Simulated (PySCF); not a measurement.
Electron correlation in S²⁺ (sulfur, charge +2)

[Ne] 3s1 3p3, high-spin 5S determinant (an excited configuration). Calculation: PySCF 2.14, in x2c-QZVPPall; the spin-free X2C one-electron Hamiltonian (Gaussian nucleus). Frozen: [Ne]; 4 electrons correlated.

| level | correlation energy (mhartree) |
| --- | --- |
| CCSD | -34.80 |
| (T) | -0.45 |
| CCSD(T) | -35.25 |

Diagnostics: T1 = 0.0011, D1 = 0.0025, largest double amplitude 0.053.

Cost of the coupled-cluster step: of the order of 6 core-seconds, for 4 correlated electrons.

Iterations:

```
CC2 = 0
CCSD nocc = (np.int64(4), np.int64(0)), nmo = (65, 65)
frozen orbitals [[0, 1, 2, 3, 4], [0, 1, 2, 3, 4]]
max_cycle = 100
direct = 0
conv_tol = 1e-08
conv_tol_normt = 1e-06
diis_space = 8
diis_start_cycle = 0
Init t2, MP2 energy = -0.0261473730330818
Init E_corr(UCCSD) = -0.0261473730333147
cycle = 1  E_corr(UCCSD) = -0.0323508382175219  dE = -0.00620346518  norm(t1,t2) = 0.0269043
cycle = 2  E_corr(UCCSD) = -0.0340586794713277  dE = -0.00170784125  norm(t1,t2) = 0.00827357
cycle = 3  E_corr(UCCSD) = -0.0348042988354436  dE = -0.000745619364  norm(t1,t2) = 0.00265529
cycle = 4  E_corr(UCCSD) = -0.034799503461042  dE = 4.7953744e-06  norm(t1,t2) = 9.52784e-05
cycle = 5  E_corr(UCCSD) = -0.0347996679140282  dE = -1.64452986e-07  norm(t1,t2) = 7.9959e-06
cycle = 6  E_corr(UCCSD) = -0.034799572757541  dE = 9.51564873e-08  norm(t1,t2) = 6.80452e-07
cycle = 7  E_corr(UCCSD) = -0.0347995971766078  dE = -2.44190668e-08  norm(t1,t2) = 9.08216e-08
cycle = 8  E_corr(UCCSD) = -0.034799595002238  dE = 2.17436977e-09  norm(t1,t2) = 1.37202e-08
UCCSD converged
E(UCCSD) = -397.2610138051674  E_corr = -0.03479959500223801
UCCSD(T) correction = -0.000453745917818863
```
